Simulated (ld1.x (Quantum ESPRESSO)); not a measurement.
**Before and after: RRKJ potential for titanium**

ld1.x (Quantum ESPRESSO) 7.5 input, shortened:

```
&input
   title='Ti', zed=22., rel=1, dft='BP', iswitch=3,
   config='[Ar] 3d2 4s0 4p0'
 /
 &inputp
   pseudotype=2, tm=.false., lloc=0,
   nlcc=.true., rcore=0.90
 /
3
3P  2  1   6.00   0.00  1.30  1.30  0.0
3D  3  2   2.00   0.00  2.55  2.55  0.0
3S  1  0   2.00   0.00  1.65  1.65  0.0
 &test
   configts(1)='3s2 3p6 3d2 4s0 4p0'
 /
```

Change: wave 3s (bound): rc 1.65 bohr becomes 3s (bound): rc 2.28 bohr.

Cutoffs: the cutoffs (Ry, on a coarse ladder) from which the occupation-weighted sum of valence levels, in a spherical-Bessel basis at the reference potential, stays within 10 and 1 mRy of its value at 400 Ry; they do not see the model core or the augmentation charge, which bear on the density cutoff. Errors are all-electron minus pseudo energies relative to the spin-unpolarised reference configuration.

Question: Predict the effect on cutoff, ghosts and configuration errors.

Answer: The potential gets neither clearly harder nor softer (70 Ry and 90 Ry → 70 Ry and 90 Ry); the p channel sets the loose cutoff, while the largest relative change is in s, which becomes softer; of the 7 tests that both files solve, the error grows in 6 and shrinks in 0 by more than 15 % and 0.3 meV (median size 888.8 → 1979.1 meV); neither file shows a bound ghost at the reference potential, the only one tested. More of the atom is replaced by a form fitted at one configuration, so other configurations suffer.

| quantity | base | changed |
| --- | --- | --- |
| cutoff, loose | 70 Ry | 70 Ry |
| cutoff, tight | 90 Ry | 90 Ry |
| loose cutoff by channel (10 mRy a level) | p 35 Ry, d 25 Ry, s 30 Ry | p 35 Ry, d 25 Ry, s 15 Ry |
| bound ghosts | none | none |
| error for 3s2 3p6 3d2 4s2 4p0, meV [ΔE -21.18 eV] | +1332 | +3023 |
| error for 3s2 3p6 3d2 4s1 4p0, meV [ΔE -13.66 eV] | +889 | +1979 |
| error for 3s2 3p6 3d1 4s0 4p0, meV [ΔE 26.97 eV] | +467 | +485 |
| error for 3s2 3p6 3d2 4s0 4p1, meV [ΔE -9.86 eV] | +182 | +474 |
| error for 3s2 3p6 3d2 4s1.5 4p0, meV [ΔE -18.17 eV] | +1152 | +2590 |
| error for 3s1 3p6 3d2 4s2 4p0, meV [ΔE 48.55 eV] | +2442 | +5243 |
| error for 3s2 3p6 3d2 4s0 4p2, meV [ΔE -14.82 eV] | +245 | +644 |
| s: phases at 2.76 bohr within 0.05 rad from the reference energy up to (Ry; the scan ends near 5) | n/a | n/a |
| p: phases at 2.76 bohr within 0.05 rad from the reference energy up to (Ry; the scan ends near 5) | -1.3 | -1.6 |
| d: phases at 2.76 bohr within 0.05 rad from the reference energy up to (Ry; the scan ends near 5) | -0.4 | -0.2 |

Changed file: These tests converged, but a pseudo level misses the all-electron one widely, so the file describes the atom poorly there or has found another state: 3s2 3p6 3d2 4s2 4p0: 3d by 1.5 eV; 3s2 3p6 3d1 4s0 4p0: empty 4s by 4.0 eV (a node warning on the way); 3s1 3p6 3d2 4s2 4p0: 3d by 3.0 eV.
